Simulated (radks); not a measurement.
Q: The mean radii <r> (bohr) of the occupied orbitals of an atom or ion are listed with their occupations. Calculated with a radial shooting solver on a logarithmic mesh with Libxc functionals: scalar-relativistic Kohn-Sham, LDA (Slater exchange, Perdew-Zunger correlation), spin-unpolarised, spherical densities, point nucleus.

orbital  occ.      <r>
1s          2  0.02038
2s          2  0.08652
2p          6  0.07675
3s          2   0.2256
3p          6   0.2247
3d         10   0.2039
4s          2   0.5073
4p          6   0.5376
4d         10   0.5797
5s          2    1.202
5p          6    1.381
4f         10   0.7270

Name the element and its charge.

A: Z = 68, erbium, charge +4: Er4+ in [Xe] 4f10. The 1s radius gives Z: for a bare nucleus <r> = (2 gamma + 1)/(2Z) with gamma = sqrt(1 - (Z/c)^2), 0.02012 bohr for Z = 68, and screening makes it slightly larger (0.02038 here). The occupations add up to 64, and the charge is Z minus that.
